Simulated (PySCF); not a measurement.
The first ionisation energy along the 3d series

All values are computed (PySCF 2.14, energy differences of UHF-based or UKS calculations, no spin-orbit coupling). Values in eV. The last column holds reference values (NIST; (s) semi-empirical, (t) theoretical, else measured). Unmarked ones compare directly (S terms, centres of terms, or small fine structure); those marked * lie between the lowest fine-structure levels and include a spin-orbit shift.

```json
{"element": "Sc (dyall-av2z, non-relativistic)", "configurations": "[Ar] 3d1 4s2 → [Ar] 3d1 4s1", "UHF": "5.366", "LDA": "6.673", "MP2 (valence)": "6.041", "SCS-MP2 (valence)": "6.177", "CCSD (valence)": "6.313", "CCSD(T) (valence)": "6.337", "reference": "6.562"}
{"element": "Ti (dyall-av2z, non-relativistic)", "configurations": "[Ar] 3d2 4s2 → [Ar] 3d2 4s1", "UHF": "5.527", "LDA": "6.894", "MP2 (valence)": "6.291", "SCS-MP2 (valence)": "6.451", "CCSD (valence)": "6.557", "CCSD(T) (valence)": "6.598", "reference": "6.828"}
{"element": "V (dyall-av2z, non-relativistic)", "configurations": "[Ar] 3d3 4s2 → [Ar] 3d4", "UHF": "5.912", "LDA": "6.201", "MP2 (valence)": "6.282", "SCS-MP2 (valence)": "6.766", "CCSD (valence)": "6.513", "CCSD(T) (valence)": "6.553", "reference": "6.732"}
{"element": "Cr (dyall-av2z, non-relativistic)", "configurations": "[Ar] 3d5 4s1 → [Ar] 3d5", "UHF": "5.911", "LDA": "7.476", "MP2 (valence)": "6.372", "SCS-MP2 (valence)": "6.065", "CCSD (valence)": "6.406", "CCSD(T) (valence)": "6.444", "reference": "6.767"}
{"element": "Mn (dyall-av2z, non-relativistic)", "configurations": "[Ar] 3d5 4s2 → [Ar] 3d5 4s1", "UHF": "5.975", "LDA": "7.516", "MP2 (valence)": "6.907", "SCS-MP2 (valence)": "7.103", "CCSD (valence)": "7.142", "CCSD(T) (valence)": "7.210", "reference": "7.434"}
{"element": "Fe (dyall-av2z, non-relativistic)", "configurations": "[Ar] 3d6 4s2 → [Ar] 3d6 4s1", "UHF": "6.368", "LDA": "8.054", "MP2 (valence)": "7.380", "SCS-MP2 (valence)": "7.547", "CCSD (valence)": "7.585", "CCSD(T) (valence)": "7.671", "reference": "7.904"}
{"element": "Ni (dyall-av2z, non-relativistic)", "configurations": "[Ar] 3d8 4s2 → [Ar] 3d9", "UHF": "7.727", "LDA": "7.042", "MP2 (valence)": "6.518", "SCS-MP2 (valence)": "6.745", "CCSD (valence)": "7.370", "CCSD(T) (valence)": "7.336", "reference": "7.640 *"}
{"element": "Cu (dyall-av2z, non-relativistic)", "configurations": "[Ar] 3d10 4s1 → [Ar] 3d10", "UHF": "6.428", "LDA": "8.406", "MP2 (valence)": "7.366", "SCS-MP2 (valence)": "7.222", "CCSD (valence)": "7.262", "CCSD(T) (valence)": "7.409", "reference": "7.726"}
{"element": "Zn (dyall-av2z, non-relativistic)", "configurations": "[Ar] 3d10 4s2 → [Ar] 3d10 4s1", "UHF": "7.635", "LDA": "9.701", "MP2 (valence)": "8.894", "SCS-MP2 (valence)": "8.922", "CCSD (valence)": "8.968", "CCSD(T) (valence)": "9.085", "reference": "9.394"}
```

Task: Fill in the row of Co (dyall-av2z, non-relativistic) ([Ar] 3d7 4s2 → [Ar] 3d8).

Result: UHF 7.856; LDA 7.390; MP2 (valence) 7.009; SCS-MP2 (valence) 7.074; CCSD (valence) 7.659; CCSD(T) (valence) 7.644; reference 7.869 (eV).

"Valence" correlates the outer s and p shells and, in groups 3 to 12 and the f block, the outer d or f shell, open or full, or the next shell where the ion has no valence electron left; the wider scheme adds the next inner shell.
